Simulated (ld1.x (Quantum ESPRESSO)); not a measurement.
## gadolinium (Gd): RRKJ pseudisation with PBEsol, scalar-relativistic reference atom.

gadolinium (Gd), norm-conserving RRKJ (Kleinman–Bylander form), made with ld1.x (Quantum ESPRESSO) 7.5 (PBEsol, scalar-relativistic). Core [Kr] 4d10 4f7, reference 5s2 5p6 5d1 6s2 6p0. Waves: 5s (bound): rc 1.50 bohr; 5p (bound): rc 1.80 bohr; 5d (bound): rc 2.30 bohr. Local part: all-electron potential smoothed inside 1.45 bohr (lloc = -2). Core correction: none. rho0 = 0.005.

Occupied shells without a wave of their own: 6s. They enter only through the test configuration that unscreens the potential.

All-electron outer shells of the reference configuration (PBEsol, scalar-relativistic, ld1.x):

```csv
shell,level (eV),outermost node (bohr),outermost maximum (bohr)
4d,-147.59,0.27,0.56
5s,-49.77,0.65,1.20
5p,-27.28,0.70,1.35
4f,-8.73,–,0.56
6s,-4.15,1.60,3.37
5d,-2.56,0.79,1.97
6p,-1.31,1.92,4.55
```

Results:

- Cutoffs needed: 70 Ry and 90 Ry (the cutoffs (Ry, on a coarse ladder) from which the occupation-weighted sum of valence levels, in a spherical-Bessel basis at the reference potential, stays within 10 and 1 mRy of its value at 400 Ry)
- Ghost test: no extra level below or beside the all-electron valence levels (s, p, d, f tested) (spherical-Bessel basis up to 400 Ry, 20 bohr box)
- Largest excitation error: -274 meV (all-electron minus pseudo) for 5s2 5p6 5d0 6s0 6p0, out of 7 test configurations

Generation and tests took about 5.3 s on one core of a shared server CPU.
